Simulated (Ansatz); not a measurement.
# doublet BeB: levels of theory in one basis

```xyz
2

Be   -0.0310    0.0052   -0.9916
B     0.0023   -0.0187    0.9064
```

Basis set: def2-SVP (spherical functions). Frozen core: 1 orbital. Correlation on ROHF uses semicanonical orbitals with singles. Charge 0, multiplicity 2.

Computed with Ansatz (development build ahead of 0.2.0); each method stands on the lowest determinant of its kind that the runs found.

| method | E − E(ROHF) (eV) | <S²> of the determinant |
| --- | --- | --- |
| ROHF | 0.00 | 0.75 |
| UHF | -0.97 | 1.68 |
| UHF-MP2 | -2.24 | 1.68 |
| UHF-CCSD(T) | -3.05 | 1.68 |
| UHF-CCSDT(Q) | -3.20 | 1.68 |

Question: What does ROHF-MP2 give on the same scale?

Answer: -1.66 eV.

Caution for ROHF, ROHF-MP2: an unrestricted determinant lies well below. Caution for UHF, UHF-MP2, UHF-CCSD(T), UHF-CCSDT(Q): the unrestricted determinant is a mixture of spin states. Caution for ROHF-MP2: a plain start can end on a higher determinant. Caution for UHF-CCSD(T): another reference gives a lower total.
